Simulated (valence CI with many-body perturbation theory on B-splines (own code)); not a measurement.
# Ag³⁴⁺: input, log and results

Calculated by configuration interaction combined with many-body perturbation theory (CI+MBPT): three valence electrons over a frozen Dirac-Fock core [Ne], radial functions for each j: 11 s, 11 p, 10 d, 8 f, 5 g, 2 h, with the one-electron correlation potential Σ1 (screened to all orders), the two-electron term Σ2, the three-electron term Σ3, Breit, model QED; selected single and double excitations, second order for the rest, scaled by the run's own slope (own B-spline code, finite nucleus).

Command, and the settings that its task file holds:

```sh
python run_cv.py task.json out
```

```
atom Ag  Z=47  mass_number=107  rms_radius_fm=4.5454
core [Ne]
valence 3s2 3p1
avg = 1
basis = M
breit = 1
cap = 32000
capref = 2000
cscale = 1
de = 0.0
dress = 0
eps = 2e-08
extrap = 1
h = 0.27
hh = 1
l2 = 3
lcore = 6
maxit = 60
n2 = 5
natural = 1
nlev = 150
nno = [5, 5, 5, 4, 2, 1]
nroot = 36
nsp = [6, 6, 5, 4, 3, 1]
pt2 = 1
qed = 1
rpa = 1
s1 = 1
s2 = 1
s3 = 1
screen = 1
tol = 2e-05
whole = 1
```

(1) Roughly how long does this run take on one core of Arm Neoverse N1, and how much memory?

Log. The first blocks belong to the next ion, which gives the ionisation energy. Fields: 2J, parity (1 odd), roots, reference size, generating configurations, candidates as configurations/state functions, variational space P, stored matrix elements, Davidson steps; e2 is the range of second-order energies in hartree. The first line gives the box (bohr), its intervals, the orbitals and the steps of their self-consistent field. Window is the range of levels sought, series limit the energy at which the first omitted orbital would enter, core excitation an estimate of the first excitation out of the core, left out the lowest levels not solved, and shifts from estimates the range by which levels moved from their first estimate, all in cm⁻¹.

```
rmax 5.4 intervals 60 orbitals 83 references ['3s2 3p', '3s 3p2', '3s2 3d', '3p3', '3s 3p 3d'] scf 3 t 1.5
2J=0 par=0 roots 2 ref 18 generators 4 cand 387/387 P 405/405 nnz 0 it 0
2J=0 par=0 roots 2 ref 18 generators 5 cand 11/11 P 416/416 nnz 0 it 0
   second order: generators 7 cand 0/0 e2 -0.00000 -0.00000
reference levels 1222, estimated 622, window 8167470 1/cm; series limit 14612336, core excitation 24991564
2J=1 par=1 roots 17 ref 90 generators 26 cand 1521/2383 P 4220/6391 nnz 4.5e+06 it 5
2J=1 par=1 roots 17 ref 90 generators 31 cand 3354/5107 P 7574/11498 nnz 1.3e+07 it 8
   second order: generators 48 cand 8262/13101 e2 -0.00003 -0.00000
2J=3 par=1 roots 25 ref 146 generators 26 cand 866/2069 P 3391/7252 nnz 6.7e+06 it 4
2J=3 par=1 roots 25 ref 146 generators 38 cand 4797/10240 P 8188/17492 nnz 3.1e+07 it 6
   second order: generators 60 cand 12442/28582 e2 -0.00005 -0.00000
2J=1 par=0 roots 15 ref 93 generators 23 cand 1538/2453 P 4191/6391 nnz 4.7e+06 it 5
2J=1 par=0 roots 15 ref 93 generators 28 cand 2767/4233 P 6958/10624 nnz 1.1e+07 it 5
   second order: generators 43 cand 7274/11516 e2 -0.00004 -0.00000
2J=3 par=0 roots 23 ref 147 generators 29 cand 891/2067 P 3354/7254 nnz 6.7e+06 it 5
2J=3 par=0 roots 23 ref 147 generators 36 cand 5232/11712 P 8586/18966 nnz 3.5e+07 it 8
   second order: generators 54 cand 9960/23092 e2 -0.00006 -0.00000
2J=5 par=0 roots 22 ref 153 generators 25 cand 761/2052 P 3018/7217 nnz 7.1e+06 it 5
2J=5 par=0 roots 22 ref 153 generators 33 cand 5482/13729 P 8500/20946 nnz 4.5e+07 it 8
   second order: generators 52 cand 8718/22603 e2 -0.00007 -0.00000
2J=5 par=1 roots 20 ref 147 generators 15 cand 771/2067 P 3014/7248 nnz 7.2e+06 it 4
2J=5 par=1 roots 20 ref 147 generators 26 cand 4303/10286 P 7317/17534 nnz 3.7e+07 it 5
   second order: generators 47 cand 11145/30093 e2 -0.00003 -0.00000
2J=7 par=1 roots 14 ref 115 generators 13 cand 717/1883 P 2674/6399 nnz 5.8e+06 it 5
2J=7 par=1 roots 14 ref 115 generators 16 cand 4612/12269 P 7286/18668 nnz 3.9e+07 it 7
   second order: generators 34 cand 13115/39859 e2 -0.00005 -0.00000
2J=9 par=1 roots 7 ref 66 generators 9 cand 1656/3830 P 2922/6393 nnz 6.1e+06 it 4
2J=9 par=1 roots 7 ref 66 generators 13 cand 2713/7003 P 5635/13396 nnz 2.2e+07 it 5
   second order: generators 22 cand 7007/19589 e2 -0.00003 -0.00001
2J=7 par=0 roots 12 ref 114 generators 12 cand 809/2104 P 2681/6390 nnz 6e+06 it 4
2J=7 par=0 roots 12 ref 114 generators 21 cand 4031/10125 P 6712/16515 nnz 3.3e+07 it 6
   second order: generators 36 cand 12155/35128 e2 -0.00004 -0.00000
2J=9 par=0 roots 8 ref 72 generators 13 cand 1717/3810 P 2972/6395 nnz 6.2e+06 it 5
2J=9 par=0 roots 8 ref 72 generators 15 cand 3152/8467 P 6124/14862 nnz 2.6e+07 it 5
   second order: generators 28 cand 8233/25809 e2 -0.00008 -0.00000
2J=11 par=1 roots 3 ref 31 generators 7 cand 1694/3874 P 3157/6390 nnz 5.6e+06 it 4
2J=11 par=1 roots 3 ref 31 generators 13 cand 1760/4477 P 4917/10867 nnz 1.4e+07 it 4
   second order: generators 16 cand 5884/17364 e2 -0.00006 -0.00000
2J=11 par=0 roots 2 ref 28 generators 4 cand 1549/3602 P 2838/6103 nnz 5.4e+06 it 4
2J=11 par=0 roots 2 ref 28 generators 6 cand 961/2479 P 3799/8582 nnz 9.8e+06 it 4
   second order: generators 14 cand 9225/26104 e2 -0.00004 -0.00002
left out: unestimated 11264928, estimated 8699387, shifts from estimates -5 to 91
operators 1.7
```

The Davidson iterations converged.

The last digits are not significant, and no measured levels were compared; by estimate large intervals hold to a few tenths of a per cent, small ones and those within an open d or f shell to about a per cent.

```yaml
Valence_energy: -250.7656 hartree
Ionisation_energy: "2152.2 eV (NIST: 2131 ± 10 eV (semi-empirical))"
Reference_configurations_for_the_orbitals: 3s2 3p, 3s 3p2, 3s2 3d, 3p3, 3s 3p 3d
Radial_orbitals: 83
Box_radius: 5.384 bohr
Largest_variational_space: 20946
Lowest_levels: (3s^2 3p1/2) J=1/2 0, (3s^2 3p3/2) J=3/2 347300, (3s 3p1/2^2) J=1/2 652670, (3s 3p1/2 3p3/2) J=3/2 [a] 897320, (3s 3p1/2 3p3/2) J=5/2 967780, (3s 3p1/2 3p3/2) J=3/2 [b] 1073400, (3s 3p1/2 3p3/2) J=1/2 1143400, (3s 3p3/2^2) J=5/2 1272400, (3s^2 3d3/2) J=3/2 1385500, (3s 3p3/2^2) J=1/2 1493400, (3s^2 3d5/2) J=5/2 1493500, (3s 3p3/2^2) J=3/2 1534400, (3p1/2^2 3p3/2) J=3/2 1759500, (3s 3p1/2 3d3/2) J=3/2 [a] 1865900 cm⁻¹
```

Levels are named by their leading jj configuration (3d3/2^4 stands for four electrons in 3d with j = 3/2), which in mixed levels can hold well under half, so a name can repeat and another be missing. Letters in brackets count levels of one name in rising energy.

Results:

(1) 110 s on 1 thread of Arm Neoverse N1 (shared host), peak memory 0.73 GiB.
